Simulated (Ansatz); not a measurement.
Two members of one family (Series AsX3), computed with Ansatz in the gas phase. The two geometries come from different levels. Binding counts from free atoms in the multiplicity of their measured ground term, without zero-point energy. A dash marks a value that wasn't run or was left out as unsound. The structures are stationary points that may keep the symmetry of their start. Remarks come from the PBE and PBE0 runs and from stability tests at other levels; not every state was tested. HOMO above LUMO (over both spins in singlets and doublets, within one spin in higher multiplets; at PBE or PBE0), or a gap under 0.15 eV within one spin, warns that the state may not be the lowest or that an electron is smeared out.

First: AsMe3 (singlet, charge 0, B3LYP-D4/def2-SVP geometry).

```xyz
13

As   -0.139    0.744    0.727
C     1.650    0.454   -0.081
H     1.986    1.381   -0.569
H     1.631   -0.359   -0.823
H     2.372    0.201    0.711
C    -1.156    0.804   -0.975
H    -0.899   -0.043   -1.630
H    -0.934    1.746   -1.501
H    -2.235    0.778   -0.758
C    -0.513   -1.158    1.155
H    -1.565   -1.264    1.458
H     0.121   -1.474    1.996
H    -0.319   -1.811    0.290
```

```json
{"level": "PBE-D4/def2-SVP", "HOMO (eV)": "-5.37", "LUMO (eV)": "0.60", "gap (eV)": "5.97", "vertical triplet (eV)": "–", "binding per atom (eV)": "3.78"}
{"level": "PBE-D4/def2-TZVP", "HOMO (eV)": "-5.45", "LUMO (eV)": "0.26", "gap (eV)": "5.71", "vertical triplet (eV)": "5.28", "binding per atom (eV)": "3.77"}
{"level": "PBE-D4/def2-TZVPD", "HOMO (eV)": "-5.50", "LUMO (eV)": "-0.26", "gap (eV)": "5.24", "vertical triplet (eV)": "–", "binding per atom (eV)": "3.77"}
{"level": "r2SCAN-D4/def2-TZVP", "HOMO (eV)": "-5.68", "LUMO (eV)": "0.61", "gap (eV)": "6.29", "vertical triplet (eV)": "5.34", "binding per atom (eV)": "3.72"}
{"level": "B97M-V/def2-TZVP", "HOMO (eV)": "-5.74", "LUMO (eV)": "0.46", "gap (eV)": "6.20", "vertical triplet (eV)": "–", "binding per atom (eV)": "3.72"}
```

Remarks: gap within one spin near zero at PBE or PBE0 (triplet).

Second: As(SMe)3 (singlet, charge 0, PBE-D4/def2-SVP geometry).

```csv
atom,x (Å),y (Å),z (Å)
As1,0.1855,-0.0290,-0.1292
S2,-1.8699,-0.7262,-0.8029
C3,-1.3973,-2.3426,-1.5301
H4,-0.6385,-2.2305,-2.3291
H5,-2.3195,-2.7663,-1.9734
H6,-1.0257,-3.0346,-0.7491
S7,-0.4566,2.0511,0.5218
C8,-0.2539,2.9248,-1.0783
H9,0.7811,2.8434,-1.4657
H10,-0.4759,3.9917,-0.8823
H11,-0.9710,2.5432,-1.8309
S12,0.1101,-0.9740,1.9359
C13,1.8245,-0.6087,2.4771
H14,2.5769,-1.0296,1.7796
H15,1.9495,-1.0937,3.4655
H16,1.9807,0.4813,2.5911
```

Q: Estimate the same table for the second.

A: 
```json
{"level": "PBE-D4/def2-SVP", "HOMO (eV)": "-5.15", "LUMO (eV)": "-1.50", "gap (eV)": "3.65", "vertical triplet (eV)": "–", "binding per atom (eV)": "3.68"}
{"level": "PBE-D4/def2-TZVP", "HOMO (eV)": "-5.29", "LUMO (eV)": "-1.70", "gap (eV)": "3.59", "vertical triplet (eV)": "3.42", "binding per atom (eV)": "3.68"}
{"level": "PBE-D4/def2-TZVPD", "HOMO (eV)": "-5.35", "LUMO (eV)": "-1.81", "gap (eV)": "3.54", "vertical triplet (eV)": "–", "binding per atom (eV)": "3.68"}
{"level": "r2SCAN-D4/def2-TZVP", "HOMO (eV)": "-5.52", "LUMO (eV)": "-1.57", "gap (eV)": "3.95", "vertical triplet (eV)": "3.54", "binding per atom (eV)": "3.60"}
{"level": "B97M-V/def2-TZVP", "HOMO (eV)": "-5.62", "LUMO (eV)": "-1.49", "gap (eV)": "4.12", "vertical triplet (eV)": "–", "binding per atom (eV)": "3.61"}
```

Remarks: gap within one spin near zero at PBE or PBE0 (triplet).
